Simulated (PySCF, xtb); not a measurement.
SrCl2, SMILES [Cl][Sr][Cl].

Harmonic wavenumbers (cm⁻¹) from GFN2-xTB in xtb 6.7.1 at its own minimum, in rising order: 48, 225, 234.

Q: What does PySCF with PBE0-D3(BJ)/def2-TZVP give at its own minimum? (Estimate from the structure and the level; the computed values follow.)

A: 38, 276, 316. Paired by order, the mean absolute difference is 47 cm⁻¹ and the zero-point energies are 0.7 and 0.9 kcal/mol.
